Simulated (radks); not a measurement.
Q: The silver ion Ag+ is in [Kr] 4d10. Calculated with a radial shooting solver on a logarithmic mesh with Libxc functionals: Dirac Kohn-Sham, PBE, spin-unpolarised, spherical densities, finite nucleus; Fermi nuclear charge, rms radius of each element as measured or else 0.836 A^(1/3) + 0.57 fm. Sub-shells are occupied by j as written (lower j first in brackets). One electron is removed from 4p3/2, 4d3/2, 4d5/2, 4p1/2 in turn, with full relaxation. Which removal costs least, and what does each cost?

A: 4d5/2 21.868 eV; 4d3/2 22.486 eV; 4p3/2 72.756 eV; 4p1/2 77.944 eV. The 4d5/2 electron leaves first.
